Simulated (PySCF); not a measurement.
Two species compared at the same levels of theory.

First species: Nb(CH2)Cl3, CH₂Cl₃Nb (singlet state).
Structure used (PBE0-D3(BJ)/def2-SVP), in Å, numbered top down from 1:
```xyz
7
CH2Cl3Nb angstrom
Nb    -0.037    0.082   -0.703
C      0.192   -0.018    1.158
H     -0.618    0.365    1.801
H      1.042   -0.483    1.677
Cl     2.025   -0.091   -1.640
Cl    -1.313    1.925   -1.095
Cl    -1.291   -1.781   -1.199
```

Second species: C6H8N2.
SMILES: `c1cccc(NC)n1`

Levels: CAM-B3LYP/def2-SVPD for dipole moment, HOMO energy, LUMO energy, HOMO–LUMO gap and static isotropic polarisability; TDDFT CAM-B3LYP/def2-SVPD for lowest singlet excitation; TDA CAM-B3LYP/def2-SVPD for lowest triplet excitation (Tamm–Dancoff); PBE0-D3(BJ)/def2-SVP for rotational constant A and rotational constant C. Geometries: PBE0-D3(BJ)/def2-SVP. Each structure is a single optimised conformer of the isolated species (atoms past krypton carry core potentials, spin–orbit coupling is left out); the electronic structure was computed with PySCF and density fitting.

Dipoles, sizes and rotational constants follow the conformer. The torsions of the flexible species, by atom-mapped SMILES:
- `[CH3:1][NH:2][c:3]1[cH:4][cH:5][cH:6][cH:7][n:8]1`: C1–N2–C3–C4 6°

Q: Which of the two has the higher LUMO energy, and by how much?

A: The second: 0.57 eV against -2.24 eV, a difference of 2.81 eV.

Q: Which has the higher S1 energy?

A: The second: 4.67 eV against 2.20 eV, a difference of 2.47 eV.

Q: Which of the two has the higher rotational constant A, and by how much?

A: The second: 5.141 GHz against 1.568 GHz, a difference of 3.573 GHz.

Q: Which has the higher HOMO energy?

A: The second: -7.17 eV against -8.63 eV, a difference of 1.46 eV.

Q: Which of the two has the higher dipole moment, and by how much?

A: The second: 1.96 D against 1.52 D, a difference of 0.44 D.

Q: Which has the higher static isotropic polarisability?

A: The first: 97.2 au against 87.5 au, a difference of 9.7 au.

Q: Which has the higher rotational constant C?

A: The second: 1.217 GHz against 0.996 GHz, a difference of 0.221 GHz.

Q: Which of the two has the higher HOMO–LUMO gap, and by how much?

A: The second: 7.74 eV against 6.39 eV, a difference of 1.35 eV.

On the first: 3 of the 10 computed singlets lie in the visible range (750 to 380 nm, 1.65 to 3.26 eV), with an oscillator strength of 0.010 in sum. The polarisability is 14.40 Å³ as a volume (1 au = 0.148185 Å³). Atoms past krypton carry effective core potentials; spin–orbit coupling is left out.

On the second: The dipole matches unit charges of opposite sign 0.41 Å apart (1 e·Å = 4.8032 D). The principal polarisabilities are 53.9, 88.2 and 120.3 au; their mean is the isotropic value.
